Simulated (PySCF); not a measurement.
CH₃F₂Ga.

```xyz
7

Ga    -0.0113    -0.0033     0.0000
F     -1.0039     0.0035    -1.4387
F     -1.0039     0.0035     1.4387
C      1.9229     0.0000     0.0000
H      2.3028    -0.5015     0.9002
H      2.2776     1.0416     0.0000
H      2.3028    -0.5015    -0.9002
```

Coordinates come from a PBE0-D3(BJ)/def2-SVP optimisation.

These are KT2/pcSseg-1 run with PySCF values and carry that method's errors. Non-relativistic, no solvent.

**Question.** Give the absolute GIAO shielding of each atom: isotropic value and principal components (ppm). (The exact figures need the calculation; the answer reports its results.)

**Answer.** 
| atom | σ(iso) | σ11 | σ22 | σ33 | span |
|---|---|---|---|---|---|
| Ga1 | 1481.4 | 1234.7 | 1426.7 | 1782.9 | 548.2 |
| F2 | 273.2 | 115.8 | 300.5 | 403.4 | 287.7 |
| F3 | 273.2 | 115.8 | 300.5 | 403.4 | 287.7 |
| C4 | 191.3 | 185.8 | 188.4 | 199.7 | 13.8 |
| H5 | 30.7 | 25.3 | 27.8 | 39.0 | 13.6 |
| H6 | 30.6 | 25.6 | 27.6 | 38.6 | 13.0 |
| H7 | 30.7 | 25.3 | 27.8 | 39.0 | 13.6 |
